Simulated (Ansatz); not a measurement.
Cost and result up the ladder for Al7P7H20, a nanocrystal cut from zinc blende AlP (hydrogen-capped) (34 atoms). Charge 0, multiplicity 1. Geometry: PBE-D4/def2-SVP.

Cartesian coordinates in Å:
```
Al 1.7201 -3.3397 -0.1335
Al -0.5205 2.9912 2.3362
Al -1.0386 -1.2089 1.7476
Al 2.2881 0.5684 0.2140
Al 1.4092 -0.8611 -3.3765
Al -1.3506 1.2561 -1.4789
Al -1.9404 -2.6440 -1.8361
P 1.7351 2.4514 1.7047
P 1.2717 -1.3182 1.2275
P 0.4604 -2.6571 -2.0747
P -1.2806 0.8405 3.0945
P -1.5629 3.0736 0.1718
P -2.0674 -0.6859 -0.3233
P 0.9857 0.9427 -1.7312
H 1.0019 -4.5419 0.6523
H 3.3015 -3.3180 -0.4106
H -0.7373 4.2360 3.3083
H -1.6692 -2.3764 2.6302
H 3.8756 0.5871 0.0749
H 3.0080 -0.9743 -3.4735
H 0.4952 -0.4955 -4.6451
H -2.1896 1.7320 -2.7476
H -2.4608 -3.8862 -0.9619
H -2.6717 -2.1782 -3.1877
H 2.4780 2.3645 2.9261
H 2.3105 3.6682 1.2153
H 1.9485 -1.5084 2.4763
H 0.6549 -3.7789 -2.9508
H -0.7180 0.6587 4.3990
H -2.6434 1.0220 3.4960
H -2.9415 3.3815 0.4084
H -1.1814 4.3282 -0.4041
H -3.4561 -0.4822 -0.0336
H 1.4855 2.1528 -2.3141
```

Ansatz on 2 threads of AMD EPYC 7R13 on a shared host and a share (18 GiB) of an NVIDIA H100 80GB HBM3. Times are rough, and most runs start from the orbitals of an earlier one. PBE0-D4/def2-TZVP serves as the yardstick here, not as an exact answer. Differences are given only for rows in sets of like size (and for xTB, whose basis is part of the method), since another set adds its own error. Binding counts from free atoms at the same level (Al doublet, P quartet, H doublet; other spins of the atoms weren't run), without zero-point energy or a counterpoise term.

Single mean-field runs in def2-TZVP are fitted with def2-universal-jkfit.

```tsv
level	functions	binding energy per atom (eV)	difference from PBE0-D4/def2-TZVP (eV)
PBE-D4/def2-SVP	352	2.91	–
r2SCAN-D4/def2-TZVP (with forces)	638	2.91	0.02
PBE-D4/def2-TZVP	638	2.89	0.01
PBE0-D4/def2-TZVP (with forces)	638	2.89	0.00
PBE0-D4/def2-SVP	352	2.90	–
```

(1) Estimate how long each takes.

Results:

(1) PBE-D4/def2-SVP 3.9 s; PBE0-D4/def2-SVP 5 s; PBE-D4/def2-TZVP 6 s; PBE0-D4/def2-TZVP (with forces) 7.5 s; r2SCAN-D4/def2-TZVP (with forces) 8.5 s. On shared hardware such times vary by a factor of up to 3.
